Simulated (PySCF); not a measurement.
C₃H₁₂BN.
Cartesian coordinates in Å at the PBE0-D3(BJ)/def2-SVP level; atoms count from 1:
```xyz
17
C3H12BN angstrom
C     -2.5378    0.5138    0.0128
B     -1.2940   -0.5038   -0.1237
N      0.0612    0.3230    0.2754
C      1.3140   -0.4431    0.2104
C      2.5374    0.3639    0.5932
H     -3.4729   -0.0072   -0.2495
H     -2.6830    0.9042    1.0379
H     -2.4745    1.3870   -0.6639
H     -1.0840   -0.8918   -1.2734
H     -1.3211   -1.4421    0.6734
H      0.1191    1.1398   -0.3375
H     -0.0707    0.6978    1.2178
H      1.3892   -0.8343   -0.8142
H      1.1813   -1.3159    0.8656
H      2.6816    1.2285   -0.0745
H      2.4717    0.7387    1.6273
H      3.4415   -0.2584    0.5256
```

Level: PBE0/def2-SVPD in PySCF, non-relativistic, on one gas-phase PBE0-D3(BJ)/def2-SVP geometry that isn't relaxed in the solvent. The solvent is an IEF-PCM continuum (Bondi radii, 1.10 Å for H, scaled by 1.2). Specific hydrogen bonds and non-electrostatic terms are outside this model.

Gas phase at PBE0/def2-SVPD: HOMO -7.25 eV, LUMO 0.02 eV, dipole 5.32 D.

Q: What does the continuum do to the energy, the frontier levels and the dipole at PBE0/def2-SVPD in methanol and acetonitrile?

A: 
| solvent | ε | E(solvent) − E(gas) (kcal/mol) | polarisation term (kcal/mol) | distortion of the solute (kcal/mol) | HOMO (eV) | LUMO (eV) | dipole (D) |
| --- | --- | --- | --- | --- | --- | --- | --- |
| methanol | 32.61 | -10.16 | -12.33 | 2.17 | -7.66 | 0.62 | 6.64 |
| acetonitrile | 35.69 | -10.21 | -12.40 | 2.19 | -7.66 | 0.62 | 6.65 |

The polarisation term is half the interaction of the solute with the surface charges that it induces; the rest is the cost of distorting the solute's density. The sum is the electrostatic part of solvation alone. The atom shares or the degeneracy of the LUMO differ from the gas phase in methanol and acetonitrile, so that column needn't follow one orbital. From methanol to acetonitrile the lowering changes by a factor 1.00, Onsager's factor (ε − 1)/(2ε + 1) by 1.00 and ε itself by 1.1.

Q: Which radius a makes the point-dipole formula ΔE = −[(ε − 1)/(2ε + 1)]·μ²/a³ give the value in acetonitrile, with the gas-phase dipole?

A: μ = 2.091 au and |ΔE| = 0.01627 Eh give a = 2.67 Å; the farthest nucleus lies 3.52 Å from the centroid of the nuclei, so such a sphere wouldn't even hold the nuclei. The formula assumes a rigid point dipole at the centre of a sphere.

Q: Give the dipole vector in the frame of the coordinates (D, pointing from negative to positive charge), gas and acetonitrile.

A: Gas (4.62, 2.33, 1.22), solvent (5.50, 3.35, 1.62). Its length changes by +25 % and its direction by 5°.

Q: How does the static polarisability (PBE0/def2-SVPD, frozen core, with the continuum's full static response) change?

A: 
| medium | isotropic (au) | principal values (au) | ⟨r²⟩ of the electrons (bohr²) |
| --- | --- | --- | --- |
| gas | 67.6 | 60.6, 63.8, 78.4 | 729.6 |
| methanol | 89.2 | 85.5, 87.5, 94.7 | 731.4 |
| acetonitrile | 89.4 | 85.7, 87.6, 94.7 | 731.4 |

The isotropic value in acetonitrile is 1.32 times the gas-phase one; no cavity-field correction is applied. ⟨r²⟩ is taken about the centre of nuclear charge.
